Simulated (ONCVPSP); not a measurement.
## Transferability test, ONCV potential for Pt

```json
{"Element": "Pt", "Generator": "ONCVPSP 4.0.1", "Type": "optimised norm-conserving Vanderbilt (ONCV)", "Functional": "PBE", "Relativity": "fully relativistic", "Frozen core": "[Xe] 4f14", "Valence charge": "10", "Reference configuration": "5d9 (charge +1)", "Partial waves": "s scattering state at 0.21 Ha: rc 1.85 bohr, ncon 4, nbas 8, qcut 2.7 1/bohr, 2 projectors, debl 3.8 Ha; p scattering state at 0.23 Ha: rc 2.55 bohr, ncon 4, nbas 8, qcut 2.8 1/bohr, 2 projectors, debl 3.2 Ha; 5d: rc 2.45 bohr, ncon 4, nbas 9, qcut 6.4 1/bohr, 2 projectors, debl 0.8 Ha", "Local potential": "polynomial inside 1.80 bohr (lpopt 5, dvloc0 -1 Ha)", "Core correction": "Teter function fitted to the true core (icmod 2), fcfact 0.4"}
```

Open shells are filled in proportion to 2j + 1.

In the s channel the program set the typed energies aside and used 0.050, 3.850 Ha. In the p channel the program set the typed energies aside and used 0.050, 3.250 Ha (j = l + 1/2; the other j can differ).

Energies are relative to the spin-unpolarised reference configuration 5d9; without spin polarisation the order of configurations can differ from experiment.

Give the all-electron excitation energy and the error of the potential for: 5d9 6s1; 5d8; 5d7; 5d10.

```json
{"valence configuration": "5d9 6s1", "charge": "0", "ΔE all-electron (eV)": "-9.211", "error AE − PS (meV)": "+56"}
{"valence configuration": "5d8", "charge": "+2", "ΔE all-electron (eV)": "19.982", "error AE − PS (meV)": "-19"}
{"valence configuration": "5d7", "charge": "+3", "ΔE all-electron (eV)": "52.196", "error AE − PS (meV)": "-114"}
{"valence configuration": "5d10", "charge": "0", "ΔE all-electron (eV)": "-9.250", "error AE − PS (meV)": "-2.9"}
```

Levels in the configuration 5d8:

| level | all-electron (eV) | pseudo (eV) |
| --- | --- | --- |
| 5d j=5/2 | -25.278 | -25.325 |
| 5d j=3/2 | -26.782 | -26.828 |

Note: no bound ghost flagged; GHOST(+) flagged for s at 34.1 eV, p3/2 at 71.4 eV, p1/2 at 83.1 eV.
